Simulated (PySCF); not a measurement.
Geometry (Å), atoms numbered from 1 in this order:
```xyz
11

B     1.9195   -0.2030    0.0458
C     0.4123    0.0565   -0.0186
C    -0.6404   -0.8851    0.2549
C    -1.8918   -0.3623    0.1063
S    -1.8262    1.2946   -0.3740
C    -0.1233    1.2874   -0.3732
H     2.3460   -1.2936    0.3505
H     2.6958    0.6890   -0.2109
H    -0.4547   -1.9184    0.5530
H    -2.8555   -0.8502    0.2483
H     0.4292    2.1905   -0.6341
```

Geometry: PBE0-D3(BJ)/def2-SVP; GIAO shifts from PySCF 2.14, gas phase, non-relativistic, averaged over equivalent atoms.

At PBE0/pcSseg-1 (134 basis functions, 9.6 s wall time on 1 thread of an x86-64 server CPU, shared host):
```json
{"atoms": "B1", "δ (ppm)": "66.2"}
{"atoms": "C6", "δ (ppm)": "159.5"}
{"atoms": "C2", "δ (ppm)": "152.9"}
{"atoms": "C3", "δ (ppm)": "142.8"}
{"atoms": "C4", "δ (ppm)": "133.1"}
{"atoms": "S5", "δ (ppm)": "258.5"}
{"atoms": "H11", "δ (ppm)": "8.16"}
{"atoms": "H9", "δ (ppm)": "7.73"}
{"atoms": "H10", "δ (ppm)": "7.21"}
{"atoms": "H7/H8", "δ (ppm)": "7.01"}
```

Scale: ¹¹B (σ = 100.73 ppm) against BF3·OEt2; ¹³C (σ = 184.41 ppm) and ¹H (σ = 31.27 ppm) vs TMS; ³³S (σ = 495.66 ppm) vs CS2 (reference shieldings calculated alike).

What do these become at wB97X-D/pcSseg-2?

Answers


```csv
atoms,δ at wB97X-D/pcSseg-2,change
B1,65.7,-0.5
C6,167.5,+8.0
C2,157.6,+4.7
C3,148.4,+5.6
C4,139.4,+6.3
S5,281.4,+22.9
H11,8.52,+0.36
H9,7.85,+0.12
H10,7.49,+0.28
H7/H8,6.83,-0.18
```

δ = σ(ref) − σ, references computed at the same level: BF3·OEt2 for ¹¹B (σref 99.96); ¹³C (σref 184.42) and ¹H (σref 31.36) against TMS; ³³S (σref 499.87) vs CS2.

The largest change is at S5 (aromatic ring sulfur). Cost: 293 basis functions, 39 s wall time on 1 thread of an x86-64 server CPU, shared host. The order of the carbon signals is the same at both levels.

A carbon bonded to boron is broadened by the quadrupolar boron nucleus and is often missing from a measured spectrum.
